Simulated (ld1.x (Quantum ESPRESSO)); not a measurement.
# Ranking TM potentials for Kr

All share these settings but for the change named:

ld1.x (Quantum ESPRESSO) 7.5 input, shortened:

```
&input
   title='Kr', zed=36., rel=1, dft='PZ', iswitch=3,
   config='[Ar] 3d10 4s2 4p4 4d-2'
 /
 &inputp
   pseudotype=2, tm=.true., lloc=2,
   nlcc=.false.
 /
3
4S  1  0   2.00   0.00  0.95  0.95  0.0
4P  2  1   4.00   0.00  1.30  1.30  0.0
4D  3  2  -2.00   0.10  1.40  1.40  0.0
 &test
   configts(1)='4s2 4p4'
 /
```

Cutoff: the first of the cutoffs (Ry, on a coarse ladder) from which the occupation-weighted sum of valence levels, in a spherical-Bessel basis at the reference potential, stays within 10 and 1 mRy of its value at 400 Ry; the density cutoff is not measured.

The base gives 230 Ry.

Of 6 variants that were run, those that failed, showed a ghost or another fault, or gave nearly equal values are left out.

Problem. Rank these variants from softest to hardest (loose cutoff).
A. all radii scaled by about 1.11 (s 1.06, p 1.44, d 1.56 bohr)
B. all radii scaled by about 1.04 (s 0.98, p 1.36, d 1.46 bohr)
C. all radii scaled by about 1.25 (s 1.20, p 1.62, d 1.76 bohr)

Solution. C (55 Ry), A (120 Ry), B (140 Ry).
